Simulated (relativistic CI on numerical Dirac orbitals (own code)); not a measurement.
**Ag³⁺ (4d8) in a crystal field**

Calculated by Dirac-Coulomb-Breit CI, orbitals from a KLI potential per configuration, QED by a radiative potential, valence Slater integrals scaled by 0.85, one configuration in a parametric crystal field (own radial code).

Field parameters in Wybourne normalisation: D4h B²₀ = −7Ds, B⁴₀ = 21(Dq − Dt), B⁴₄ = 21√(5/14) Dq. The field is a parameter set, without covalency.

S is read from ⟨S²⟩ = S(S + 1).

Levels (cm⁻¹, degeneracy): 0 (1), 9 (2), 13306 (1), 13893 (1), 26507 (1), 30759 (1), 30783 (1), 31476 (2), 32251 (1), 32292 (1), 38036 (1), 38105 (2).

(1) Which field gives this pattern?
A. D4h, 10Dq = 38250, Ds = 2180, Dt = 770 cm⁻¹
B. D4h, 10Dq = 38250, Ds = -1500, Dt = 770 cm⁻¹
C. D4h, 10Dq = 38250, Ds = -1090, Dt = 770 cm⁻¹
D. D4h, 10Dq = 38250, Ds = -270, Dt = 770 cm⁻¹

Results:

(1) D. D4h, 10Dq = 38250, Ds = -270, Dt = 770 cm⁻¹, ground level with S = 1.00.
